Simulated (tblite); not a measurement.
Species: C₇H₁₂BF.
Numbering: `[CH2:1]=[CH:2][C@@H:3]1[BH:4][CH2:5][C@H:6]([F:7])[C@@H:8]1[CH3:9]` (hydrogens: H10, H11 on C1; H12 on C2; H13 on C3; H14 on B4; H15, H16 on C5; H17 on C6; H18 on C8; H19, H20, H21 on C9)

Geometry (GFN2-xTB, Å), atoms numbered from 1 in this order:
```xyz
21
C7H12BF angstrom
C      2.6078    0.4441   -1.0421
C      1.3221    0.1893   -0.8799
C      0.7259   -0.4010    0.3700
B      0.1693   -1.8231   -0.0512
C     -1.4008   -1.7068   -0.1103
C     -1.7034   -0.2115    0.0577
F     -1.7832    0.3710   -1.1982
C     -0.5259    0.3744    0.8508
C     -0.4150    1.8909    0.7525
H      3.3300    0.2560   -0.2639
H      2.9940    0.8554   -1.9596
H      0.6248    0.3858   -1.6815
H      1.4975   -0.3967    1.1437
H      0.8054   -2.7671   -0.2992
H     -1.8700   -2.0844   -1.0199
H     -1.8540   -2.2613    0.7148
H     -2.6722   -0.0014    0.5271
H     -0.6990    0.0999    1.8978
H      0.4592    2.2377    1.2986
H     -0.3219    2.2028   -0.2840
H     -1.2995    2.3629    1.1763
```

Method: GFN2-xTB as coded in tblite; computed harmonic values from a numerical Hessian at the method's own geometry, unscaled. Errors from tens to a few hundred cm⁻¹ against measured bands are possible. Modes of hydrogen on boron can be 10 to 20 % off. One conformer, not necessarily the lowest.

Harmonic wavenumbers (cm⁻¹): 61.9, 93.0, 109.8, 190.8, 217.6, 241.9, 254.7, 337.1, 361.5, 413.5, 511.6, 547.6, 630.0, 673.3, 716.1, 765.3, 817.2, 857.6, 877.0, 887.3, 923.4, 951.6, 985.0, 1016.3, 1033.4, 1045.2, 1062.9, 1106.6, 1121.6, 1153.0, 1168.9, 1178.7, 1210.0, 1246.4, 1272.5, 1300.1, 1308.6, 1317.2, 1322.1, 1413.2, 1415.8, 1425.9, 1494.2, 1497.0, 1698.0, 2693.1, 2908.6, 2923.2, 2955.1, 2965.3, 2998.4, 3025.7, 3037.1, 3057.5, 3080.5, 3093.3, 3119.5.

A = 2196, B = 1438, C = 1170 MHz; mass 126.102 u (most abundant isotopes); point group C1, symmetry number 1.

**Question.** Zero-point energy?

**Answer.** Half the sum of the wavenumbers: 38045 cm⁻¹ = 455.12 kJ/mol.

**Question.** Entropy at 400 K, 1 bar (ideal gas, RRHO, classical rotation)?

**Answer.** Translation 175.29, rotation 124.40, vibration 156.19: S = 455.9 J/(mol K).

**Question.** And Cp and H(400 K) − H(0)?

**Answer.** Cp = 212.84 J/(mol K), of which vibrations give 179.58 (their classical limit is 57 R = 473.9); H(400 K) − H(0) = 47.45 kJ/mol without the zero-point energy, 34.15 from vibrations.

**Question.** How do the functions run with temperature in this model?

**Answer.** 
```csv
T (K),S (J/(mol K)),Cp (J/(mol K)),H − H(0) (kJ/mol),G − H(0) (kJ/mol),ln q(vib)
50,239.3,50.7,1.97,-9.99,0.31
100,281.7,74.1,5.10,-23.07,1.25
298.15,400.9,163.3,28.26,-91.25,5.94
373.15,441.5,200.3,41.91,-122.85,7.83
500,508.0,254.8,70.90,-183.11,11.11
750,626.7,329.9,144.73,-325.32,17.61
1000,728.7,378.1,233.63,-495.08,23.83
```

q(vib) and H(0) count from the zero-point level.

**Question.** Which modes carry the vibrational entropy at 400 K?

**Answer.** 61.9 cm⁻¹: 20.82; 93.0 cm⁻¹: 17.46; 109.8 cm⁻¹: 16.09; 190.8 cm⁻¹: 11.61; 217.6 cm⁻¹: 10.56; 241.9 cm⁻¹: 9.73 J/(mol K); the other 51 give 69.92 together.

Hindered rotation and anharmonicity are outside this model. Other conformers, if any are populated, would add a mixing term that is left out. The structure is chiral; the term R ln 2 for an equal mix with its mirror image is left out.
